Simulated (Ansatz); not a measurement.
`N[Si]1(F)CO1` + HCl → `F[Si]1(Cl)CO1` + NH₃ at 600 K and 1 bar (ligand exchange at the Si–N bond).

Computed with Ansatz on PBE0-D4/def2-TZVP structures; ΔE is electronic, products minus reactants. CBS: MP2 limit from def2 TZ/QZ plus the TZ coupled-cluster correction, frozen cores. This one scheme is used for every species. Each species was taken in one conformer, which may not be the lowest.

```csv
species,CCSD(T)/CBS energy (Eh),H − E (kJ/mol),S (J/(mol·K))
`N[Si]1(F)CO1`,-559.29942,213.6,404.6
HCl,-460.38127,35.4,207.2
`F[Si]1(Cl)CO1`,-963.17906,141.8,386.9
NH₃,-56.50880,112.4,219.5
```

H − E and S are ideal-gas, rigid-rotor, harmonic terms from PBE0-D4/def2-TZVP, for one conformer and one mirror image of each species. 1 Eh = 2625.50 kJ/mol, R = 8.31446 J/(mol·K).

Task: By hand: ΔE, ΔH, ΔS and ΔG.

Result: ΔE = (-963.17906) + (-56.50880) − (-559.29942) − (-460.38127) = -0.00717 Eh = -18.8 kJ/mol. Δ(H − E) = 141.8 + 112.4 − 213.6 − 35.4 = 5.2, so ΔH = -13.6 kJ/mol. ΔS = 386.9 + 219.5 − 404.6 − 207.2 = -5.4 J/(mol·K). ΔG = -13.6 − 600 × (-5.4)/1000 = -10.4 kJ/mol.

Task: By hand: the equilibrium constant, and the temperature at which ΔG would vanish if ΔH and ΔS stayed fixed.

Result: log₁₀ K = −ΔG/(RT ln 10) = 0.9. ΔG = 0 at ΔH/ΔS = 2519 K, far beyond where these terms or the molecules hold.

The number of gas molecules stays the same, so ΔS is small and ΔH decides. A doubt of 5 kJ/mol in ΔE shifts log₁₀ K by 0.4 here. Other conformers and mirror images would add mixing entropy, several J/(mol·K) or more a flexible species. These are equilibria of isolated gas molecules and say nothing of rates. Largest T1 diagnostic: 0.012 (customary marks: 0.02 for closed shells, 0.045 for open ones).
